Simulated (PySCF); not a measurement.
# How a change of structure moves an absorption spectrum

Computed with PySCF, TDDFT B3LYP/def2-SVPD, vertical, gas phase, core orbitals frozen in the response. Geometries: GFN2-xTB; one conformer of each isolated species. Triplets are in the Tamm–Dancoff approximation.

Parent: `C=CC[C@@H](C#N)O[SiH3]`, with lowest singlet excitation energy 6.44 eV, HOMO energy -7.78 eV, HOMO–LUMO gap 7.00 eV, mean static polarisability 93.1 au, S1–T1 gap 1.91 eV. Its spectrum: 6.44 eV (f 0.058); 6.91 eV (f 0.002); 7.07 eV (f 0.061); 7.23 eV (f 0.015); 7.38 eV (f 0.114).

**Question.** Give the shifts from the parent for: C replaced by Si (`C=CC[Si@H](C#N)O[SiH3]`); Si replaced by C (`C=CC[C@@H](C#N)OC`); CH2 replaced by C=O (`C=CC(=O)[C@@H](C#N)O[SiH3]`); C replaced by Si (`C=C[SiH2][C@@H](C#N)O[SiH3]`); O replaced by S (`C=CC[C@H](C#N)S[SiH3]`).

**Answer.** 

| change | SMILES | Δ S1 (eV) | Δ HOMO (eV) | Δ gap (eV) | Δ α (au) | Δ S1−T1 (eV) |
| --- | --- | --- | --- | --- | --- | --- |
| C replaced by Si | C=CC[Si@H](C#N)O[SiH3] | -0.83 | +0.36 | -0.70 | +11.6 | -0.64 |
| Si replaced by C | C=CC[C@@H](C#N)OC | +0.22 | +0.06 | +0.18 | -11.4 | +0.21 |
| CH2 replaced by C=O | C=CC(=O)[C@@H](C#N)O[SiH3] | -2.73 | -0.23 | -2.02 | +2.2 | -1.55 |
| C replaced by Si | C=C[SiH2][C@@H](C#N)O[SiH3] | -0.29 | -0.25 | +0.02 | +12.7 | -0.12 |
| O replaced by S | C=CC[C@H](C#N)S[SiH3] | -1.32 | +0.67 | -0.86 | +19.0 | -1.25 |

S1 falls most with CH2 replaced by C=O (-2.73 eV), and it rises most with Si replaced by C (+0.22 eV). S1 is simply the lowest singlet of each species and needn't be the same kind of state throughout. Over these 5 changes the shifts of S1 and of the HOMO–LUMO gap correlate with r = 0.99.
